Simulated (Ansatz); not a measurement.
`C[SiH2][GaH][Cl]` → `[Cl][GaH2]` + `C[SiH]` at 700 K and 1 bar (silylene formation by 1,1-elimination).

Gas-phase electronic energies from Ansatz, PBE0-D4/def2-TZVP geometries. CCSD(T)/CBS is the MP2 limit (def2-TZVPP, def2-QZVPP) plus CCSD(T) − MP2 in def2-TZVPP, frozen cores. This one scheme is used for every species. For Ga outer-core shells are correlated without core-valence functions, which leaves a few kJ/mol of doubt a bond. Scalar relativity is left out up to krypton. One conformer a species, not always the lowest.

```tsv
species	CCSD(T)/CBS energy (Eh)	H − E (kJ/mol)	S (J/(mol·K))
`C[SiH2][GaH][Cl]`	-2714.51932	243.1	501.6
`[Cl][GaH2]`	-2384.95520	74.2	315.7
`C[SiH]`	-329.46712	152.0	322.2
```

H − E and S are ideal-gas, rigid-rotor, harmonic terms from PBE0-D4/def2-TZVP, for one conformer and one mirror image of each species. 1 Eh = 2625.50 kJ/mol, R = 8.31446 J/(mol·K).

Q: By hand: ΔE, ΔH, ΔS and ΔG.

A: ΔE = (-2384.95520) + (-329.46712) − (-2714.51932) = 0.09700 Eh = 254.7 kJ/mol. Δ(H − E) = 74.2 + 152.0 − 243.1 = -16.9, so ΔH = 237.8 kJ/mol. ΔS = 315.7 + 322.2 − 501.6 = 136.3 J/(mol·K). ΔG = 237.8 − 700 × (136.3)/1000 = 142.4 kJ/mol.

Q: By hand: the equilibrium constant, and the temperature at which ΔG would vanish if ΔH and ΔS stayed fixed.

A: log₁₀ K = −ΔG/(RT ln 10) = -10.6. ΔG = 0 at ΔH/ΔS = 1745 K.

The number of gas molecules changes by +1, which sets the sign of ΔS. A doubt of 5 kJ/mol in ΔE shifts log₁₀ K by 0.4 here. Other conformers and mirror images would add mixing entropy, several J/(mol·K) or more a flexible species. Modes under 60 cm⁻¹, often nearly free rotors, make the harmonic entropy too high. These are equilibria of isolated gas molecules and say nothing of rates. Largest T1 diagnostic: 0.012 (customary marks: 0.02 for closed shells, 0.045 for open ones).
